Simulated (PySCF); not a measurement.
Structure with atom numbers: `[CH3:1][SiH2:2][c:3]1[cH:4][cH:5][cH:6][cH:7][cH:8]1` (H(Xn): hydrogen on atom n).

PySCF 2.14.0 with density-fitted response routines calculation with PBE0-D3(BJ)/def2-SVP geometry and shielding tensors at PBE0/pcSseg-1 (GIAO); relativity neglected, one averaged value for each set of equivalent atoms, in vacuum, a single conformation.

References, each an isolated molecule treated in the same way: 13C (σref 184.41) and 1H (σref 31.27) and 29Si (σref 351.99) vs TMS.

```csv
atoms,nucleus,count,Hirshfeld charge,δ (ppm)
C5/C7,13C,2,-0.05,133.4
H(C6),1H,1,0.05,7.46
Si2,29Si,1,0.33,-41.2
H(C4)/H(C8),1H,2,0.05,7.64
H(C1),1H,3,0.04,?
C3,13C,1,-0.10,?
C6,13C,1,-0.05,135.1
H(C5)/H(C7),1H,2,0.05,7.46
H(Si2),1H,2,-0.09,4.71
C1,13C,1,-0.21,-8.2
C4/C8,13C,2,-0.05,?
```

Estimate the values marked ?.

Results:


- C4/C8: 140.6 ppm, aromatic CH
- C3: 137.9 ppm, substituted aromatic carbon
- H(C1): 0.51 ppm, hydrogen on a methyl carbon bonded to Si; an electropositive neighbour shields it, as in TMS itself

Shifts are as computed. Against solution values, carbons near 30 ppm lie about +2 ppm off and those near 130 ppm about +5 ppm. Of 1211 compounds with measured shifts, 218 miss one by over three times the rms of a fit or turn the order of signals round; such compounds aren't used in these exercises.
